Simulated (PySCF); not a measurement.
# How methods differ on the ionisation energy of Co

Co [Ar] 3d7 4s2 (4F) → Co⁺ [Ar] 3d8 (3F), as a difference of total energies. Calculation: PySCF 2.14, in cc-pVTZ; no relativity, point nucleus. Correlated levels: valence: [Ar] frozen. The calculations carry no spin-orbit coupling.

**Question.** Order these methods by the ionisation energy they give, lowest first.
A. r2SCAN
B. UHF
C. MP2 (valence)
D. SCS-MP2 (valence)

**Answer.** C (6.894 eV), D (6.926 eV), A (7.390 eV), B (7.850 eV).

These non-relativistic numbers lack the scalar-relativistic shift.

Errors of the correlated levels include the incompleteness of this basis and the frozen core.

MP2 underrates the near-degeneracy of ns² with np² in the lower species.

For comparison: 7.869 eV (measured; NIST levels, between the centres of gravity of the two terms).
